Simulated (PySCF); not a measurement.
These are TPSSh-D3(BJ)/def2-TZVP // B3LYP-D3(BJ)/def2-TZVP (PySCF) values and carry that method's errors. All species are isolated molecules in the gas phase. Delta-SCF ions had no search for a lower state. 

Reference species (SMILES): `B[SiH3]` (neutral, multiplicity 1).

The LUMO is -2.83 eV and the vertical ionisation energy (Delta-SCF) is 10.70 eV. The HOMO comes out as -7.86 eV.

Changed species: `B` (0 of 3 H replaced by SiH3; the reference has 1 of 3 H replaced by SiH3).

Give the shifts of the LUMO, vertical ionisation energy (Delta-SCF) and HOMO.

the LUMO rises by 0.53 eV, to -2.30 eV; the vertical ionisation energy (Delta-SCF) rises by 2.30 eV, to 13.00 eV; the HOMO falls by 1.42 eV, to -9.28 eV.
